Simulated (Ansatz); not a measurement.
C₁₁H₁₇NO₂⁻, that is tetramethylammonium benzoate with one electron more. The state is a doublet with charge -1. Geometry PBE-D4/def2-SVP; atoms count from 1.

```xyz
31

C     3.645    0.528   -2.286
N     2.381    0.197   -1.528
C     1.592   -0.864   -2.252
C     1.506    1.420   -1.409
C     2.722   -0.311   -0.150
H     3.334    0.892   -3.298
H     4.176    1.322   -1.709
H     4.244   -0.415   -2.341
H     2.219   -1.781   -2.273
H     0.628   -0.972   -1.684
H     1.419   -0.488   -3.285
H     2.048    2.153   -0.772
H     1.378    1.822   -2.439
H     0.531    1.070   -0.983
H     3.292    0.497    0.358
H     3.376   -1.201   -0.298
H     1.766   -0.567    0.404
O     0.210   -0.893    1.334
C    -0.815   -0.539    0.666
O    -0.836   -0.321   -0.605
C    -2.103   -0.337    1.411
C    -2.181   -0.562    2.815
C    -3.383   -0.396    3.507
C    -4.562    0.002    2.827
C    -4.494    0.229    1.428
C    -3.293    0.061    0.736
H    -1.253   -0.869    3.322
H    -3.416   -0.574    4.597
H    -5.512    0.128    3.373
H    -5.402    0.542    0.882
H    -3.216    0.229   -0.350
```

The highest occupied level of the relaxed charge -1 doublet lies above zero (up to 2.52 eV). By energy differences it is unbound by 1.43 eV (each at its own geometry, against the charge 0 singlet, at PBE0-D4/def2-SVP) and held by the finite basis.

Estimate the Mulliken populations of the heavy atoms from the PBE0/def2-SVP orbitals of Ansatz.


| atom | charge (e) | spin (α − β) |
| --- | --- | --- |
| C1 | 0.15 | -0.04 |
| N2 | -0.40 | -0.01 |
| C3 | 0.05 | -0.01 |
| C4 | 0.07 | -0.03 |
| C5 | 0.05 | -0.02 |
| O18 | -0.44 | 0.03 |
| C19 | 0.26 | 0.04 |
| O20 | -0.48 | 0.01 |
| C21 | -0.13 | 0.14 |
| C22 | -0.03 | 0.05 |
| C23 | -0.04 | -0.03 |
| C24 | -0.08 | 0.22 |
| C25 | -0.04 | -0.03 |
| C26 | -0.03 | 0.05 |
Mulliken values depend strongly on the basis.

Where does the spin sit?

Summed by element: C 0.35, N -0.01, H 0.61, O 0.05, of 1 unpaired in all. Largest on single atoms: C24 0.22, C21 0.14, H6 0.10.

And the Mayer bond orders between heavy atoms (over 0.3)?

C1–N2 0.90 (1.51 Å); N2–C3 0.88 (1.51 Å); N2–C4 0.88 (1.51 Å); N2–C5 0.88 (1.51 Å); O18–C19 1.66 (1.27 Å); C19–O20 1.53 (1.29 Å); C19–C21 0.99 (1.50 Å); C21–C22 1.31 (1.42 Å); C21–C26 1.31 (1.42 Å); C22–C23 1.44 (1.40 Å); C23–C24 1.30 (1.42 Å); C24–C25 1.30 (1.42 Å); C25–C26 1.44 (1.40 Å).
